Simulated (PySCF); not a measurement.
# KGa⁺: energy against distance

Set-up: PySCF, no relativity, basis sets K def2-SVP, Ga def2-SVP. Energies in eV from K⁺ + Ga in their ground configurations at the same level. All curves are PBE0. state 1: ²Σ⁺ (doublet), unpaired electrons σ ↑; state 2: ²Π (doublet), unpaired electrons π ↑, a second solution, started from another occupation; state 3: ⁴Π (quartet), unpaired electrons σ ↑↑, π ↑, a second solution, started from another occupation.

```
R (Å)  state 1  state 2  state 3
3.405  -0.4580   0.0158   4.2558
3.563  -0.5149  -0.0029   4.2037
3.721  -0.5466  -0.0111   4.1742
3.840  -0.5581  -0.0130   4.1630
3.959  -0.5615  -0.0126   4.1590
4.078  -0.5585  -0.0107   4.1606
4.236  -0.5469  -0.0069   4.1690
4.434  -0.5236  -0.0014   4.1864
4.672  -0.4878   0.0050   4.2128
4.988  -0.4336   0.0117   4.2509
```

Put a parabola through the three lowest points of the state 1 curve and estimate Re, k and ωe (reduced mass 24.89 u; 1 eV/Å² = 0.16022 mdyn/Å; ωe = 1302.8·√(k/μ) cm⁻¹).

Through R = 3.84, 3.959, 4.078 Å the second-order coefficient is 0.226 eV/Å², so Re ≈ 3.963 Å, k ≈ 0.0724 mdyn/Å and ωe ≈ 70 cm⁻¹. A polynomial fit of higher order to the unrounded PBE0 energies gives Re = 3.958 Å, k = 0.0724 mdyn/Å, ωe = 70.3 cm⁻¹; anharmonicity and rounding make the difference.

The higher-order fit for each curve: state 1: Re = 3.958 Å, ωe = 70.3 cm⁻¹, De = 0.56 eV; state 2: Re = 3.871 Å, ωe = 39.8 cm⁻¹, minimum 0.013 eV below the ground-state fragments; state 3: Re = 3.981 Å, ωe = 63.8 cm⁻¹, minimum 4.16 eV above the ground-state fragments.

Spin–orbit coupling is left out. For an ion De counts to the pair picked by the measured ionisation energies or electron affinities, which need not be the lowest pair at this level. Counting both spins, an empty level lies below a filled one in some of these solutions, because spin and occupation are held. The state was picked by a PBE0 search and need not be the measured ground state.
